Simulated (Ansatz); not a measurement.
Consider the hydrogenolysis of a C–F bond: `FC(F)(Cl)C[SiH3]` + H₂ → `FC(Cl)C[SiH3]` + H–F.

Program: Ansatz. Geometries: PBE0-D4/def2-TZVP. ΔE: electronic, gas phase. CCSD(T)/CBS adds triple-zeta CCSD(T) − MP2 to the extrapolated MP2 energy (def2 sets, frozen cores). This one scheme is used for every species. DFT in def2-TZVPP. One conformer a species, not always the lowest.

`FC(F)(Cl)C[SiH3]`:

```xyz
11

F    -0.079    1.552    1.287
C    -0.241    1.340   -0.031
F    -1.564    1.251   -0.251
Cl    0.346    2.795   -0.882
C     0.469    0.094   -0.473
Si   -0.102   -1.493    0.393
H     1.539    0.230   -0.298
H     0.328   -0.016   -1.550
H     0.139   -1.408    1.854
H     0.706   -2.601   -0.178
H    -1.540   -1.743    0.130
```

H₂:

Z-matrix (Å, degrees):
```
H
H 1 0.746
```

`FC(Cl)C[SiH3]`:

Z-matrix (Å, degrees):
```
C
Cl 1 1.787
C 1 1.501 2 111.9
F 1 1.365 2 107.9 3 121.6
H 1 1.091 2 105.5 3 -123.4
Si 3 1.891 1 113.3 2 177.0
H 3 1.094 1 109.3 2 54.6
H 3 1.093 1 108.7 2 -62.1
H 6 1.483 3 111.3 1 -70.5
H 6 1.486 3 108.2 1 169.2
H 6 1.487 3 109.4 1 50.5
```

H–F:

Z-matrix (Å, degrees):
```
F
H 1 0.920
```

```
             level  ΔE (kcal/mol)
         r2SCAN-D4          -11.3
SCS-MP2/def2-QZVPP          -16.9
```

What does CCSD(T)/CBS give? (Estimate.)

Computed: -16.6 kcal/mol. The listed levels differ from it by 5.3, -0.3 kcal/mol.

Largest T1 diagnostic among the species: 0.011.

From PBE to PBE0 (25 % exact exchange), in def2-TZVPP and without D4, ΔE moves by −1.5 kcal/mol. The D4 term adds +0.7 kcal/mol with B3LYP and +0.4 kcal/mol with PBE0; it sums over pairs of atoms, weighted by their polarisabilities, and B3LYP, whose exchange is more repulsive, gets the larger term.

B3LYP here is the variant with VWN-RPA as its local correlation; programs differ in this.
